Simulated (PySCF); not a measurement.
C6H6F3O (doublet state).
Z-matrix (Å and degrees, GFN2-xTB geometry), rows numbered from 1:
```
C 
C   1  1.4685
O   2  1.4132  1  109.69
C   3  1.3355  2  117.34  1  -172.66
C   4  1.3426  3  123.82  2  -177.37
C   5  1.4412  4  125.43  3     0.44
F   6  1.3448  5  118.76  4    -0.47
C   6  1.3382  5  123.92  4   179.49
F   8  1.3330  6  123.17  5     0.05
F   8  1.3273  6  126.09  5  -179.90
H   1  1.0702  2  119.64  3  -175.69
H   1  1.0694  2  119.40  3     2.71
H   2  1.1082  1  110.76  3   121.18
H   2  1.1087  1  111.01  3  -121.56
H   4  1.0864  3  117.06  2     2.93
H   5  1.0762  4  119.15  3  -179.61
```

The hyperfine couplings belong to this conformer and change with its torsions.

The species is `[CH2]CO/C=C\C(F)=C(F)F` [radical].

Level of theory: PySCF 2.14.0, UKS B3LYP, pcH-1 on C F H O, non-relativistic, mean-field spin-orbit, GIAO. Geometry: GFN2-xTB, one conformer, isolated molecule. Couplings are sensitive to structure, and on GFN2-xTB geometries they can be far from those on DFT ones. The SCF solution wasn't tested for stability.

Q: The isotropic 13C couplings are +87.9, -40.1, -1.8 MHz. Assign them to C1; C2; C4.

A: 
```json
{"site": "C1", "a_iso (MHz)": "+87.9", "ρ(0) (bohr⁻³)": "+0.0782", "position": "largest spin population", "distance from C1 (Å)": "0.00", "spin population": "+1.08", "largest |T| (MHz)": "164.9"}
{"site": "C2", "a_iso (MHz)": "-40.1", "ρ(0) (bohr⁻³)": "-0.0357", "position": "1 bond from C1", "distance from C1 (Å)": "1.47", "spin population": "-0.09", "largest |T| (MHz)": "2.4"}
{"site": "C4", "a_iso (MHz)": "-1.8", "ρ(0) (bohr⁻³)": "-0.0016", "position": "3 bonds from C1", "distance from C1 (Å)": "3.60", "spin population": "0.00", "largest |T| (MHz)": "0.6"}
```

ρ(0) is the spin density at the nucleus and T the dipolar tensor; entries for several nuclei are means. The largest Mulliken spin populations are on C1 (+1.08) and C2 (-0.09). No atom but C1 exceeds +0.15. The angles at C1 add up to 360.0°, so it is planar; its axial dipolar tensor and the negative couplings of its protons fit spin in a p orbital normal to that plane.

Class means assume fast exchange of nuclei equivalent by connectivity; if that motion is slow, each nucleus keeps its own coupling.
